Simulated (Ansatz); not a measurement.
```yaml
crystal:
  periodic: [false, false, false]
  atoms:
    - {symbol: O, position_ang: [-1.010993, 0.283114, 1.015171]}
    - {symbol: Ge, position_ang: [0.280760, -0.342690, 0.023889]}
    - {symbol: F, position_ang: [1.451703, -1.176796, 0.960066]}
    - {symbol: F, position_ang: [-0.397496, -1.580940, -0.961146]}
    - {symbol: S, position_ang: [1.283327, 1.238107, -1.072395]}
    - {symbol: H, position_ang: [-1.668844, -0.386255, 1.228010]}
    - {symbol: H, position_ang: [0.122743, 1.897459, -1.239295]}
basis:
  gaussian: {orbitals: def2-TZVPP}
hamiltonian: {xc: {name: wPBEh}}
scf: {lower_state_search: light}
output: {forces: true}
```

```sh
$ ansatz run in.yaml --threads 4 --pin off --events-out ev --progress --plain --max-ram 10444MiB
```

It prints (some lines left out):

```
Functional definition: wPBEh
1297 factors; their error is unknown
88 factors; integrals over basis functions are off by at most 4.7e-7 eV
mean field evaluation 1: about -74849.5941 eV, gradient 7.2e1 eV
mean field evaluation 2: about -74833.1238 eV, gradient 1.2e2 eV
mean field evaluation 4: about -74856.9819 eV, gradient 6.5e0 eV
mean field evaluation 8: about -74857.0468 eV, gradient 3.0e-1 eV
mean field evaluation 16: about -74857.3485 eV, gradient 2.9e-4 eV
mean field -74857.34850279 eV, -2750.9568173442 hartree, gradient 4.0e-5 eV, S^2 0.000000; 0 other end points of the search recorded, 0 dependent functions left out
reference -74857.34853236 eV, -2750.9568184310 hartree; 38, 38 occupied and 173, 173 virtual orbitals, 1297 factors
Total energy: -74857.34853236 eV, -2750.9568184310 hartree
Atom 0 at    -1.010993     0.283114     1.015171 Å, force    -0.103335    -0.066734     0.051586 eV/Å
Atom 1 at     0.280760    -0.342690     0.023889 Å, force     0.005928     0.031154    -0.020149 eV/Å
Atom 2 at     1.451703    -1.176796     0.960066 Å, force     0.033789    -0.026548     0.030007 eV/Å
Atom 3 at    -0.397496    -1.580940    -0.961146 Å, force    -0.016720    -0.040052    -0.029154 eV/Å
Atom 4 at     1.283327     1.238107    -1.072395 Å, force     0.001977     0.031839    -0.018093 eV/Å
Atom 5 at    -1.668844    -0.386255     1.228010 Å, force     0.061968     0.077076    -0.013972 eV/Å
Atom 6 at     0.122743     1.897459    -1.239295 Å, force     0.016393    -0.006735    -0.000224 eV/Å
Dipole moment:    -0.309042     0.290634    -0.060171 e Å
```

It took 3.8 s on 4 threads of an Arm Neoverse V2 on a shared host, with 0.65 GiB of host memory at the peak.
